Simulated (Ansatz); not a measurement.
The I1–H2 bond of HI is stretched (multiplicity 1).


Correlated levels freeze the cores. Filled d and f shells under p-block atoms count as core.

Run with Ansatz (Gaussian basis) for Hartree–Fock, density functionals and correlated methods. Values without a source in brackets are computed. In def2 rows elements past Kr take small-core potentials, without spin–orbit coupling.

Energies above the point at 1.615 Å (the B3LYP-D3(BJ) bond length), FIC-MRCISD+Q on CASSCF(8,5)/def2-TZVPP (kcal/mol): 7.42 at 1.454 Å; 4.83 at 1.777 Å; 77.42 at 6.462 Å.

Take the last value as the depth D of a Morse curve D(1 − e^(−a(R − R₀)))², fit a and R₀ to the two near points, and test it at 2.181 and 2.827 Å.


With D = 77.4, both near points (counted from the curve's value at 1.615 Å) are met by a = 1.72 Å⁻¹ and R₀ = 1.610 Å, so k = 2Da² = 460 kcal/(mol Å²). The curve then gives 30.3 and 59.6 kcal/mol; the level itself gives 32.7 and 65.7, so Morse is off by -2.4 and -6.1.

Ansatz is a program for electronic structure.
